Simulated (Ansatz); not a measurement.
Job for Ansatz (a program for electronic structure): R-r2SCAN/def2-TZVPP on C2H6AlF (SMILES [CH3][Al]([CH3])[F]), atoms moved off the minimum.

Ansatz 0.2 input:
```yaml
crystal:
  periodic: [false, false, false]
  atoms:
    - {symbol: Al, position_ang: [-0.02773674, -0.01019647, -0.05618173]}
    - {symbol: C, position_ang: [1.85173964, -0.26737762, -0.80618164]}
    - {symbol: H, position_ang: [2.22595959, -1.12237002, -0.46953331]}
    - {symbol: H, position_ang: [2.50613361, 0.55207262, -0.36911593]}
    - {symbol: H, position_ang: [1.85039707, -0.08044057, -1.84828936]}
    - {symbol: C, position_ang: [-0.58580181, -0.53428977, 1.60340755]}
    - {symbol: H, position_ang: [-1.46148611, -1.26033493, 1.80350360]}
    - {symbol: H, position_ang: [-1.16682613, 0.29369625, 2.19031211]}
    - {symbol: H, position_ang: [0.19299557, -0.69592886, 2.38590049]}
    - {symbol: F, position_ang: [-1.16192558, 0.94818874, -1.08236385]}
basis:
  gaussian:
    orbitals: def2-TZVPP
hamiltonian:
  xc: {name: r2SCAN}
scf: {lower_state_search: off}
output: {forces: true}
```

Problem. Predict the final total energy.

Solution. -422.1190 hartree.

Problem. How many basis functions does it have, and what does it roughly cost on one machine?

Solution. 219 functions; very roughly 8 core-seconds.
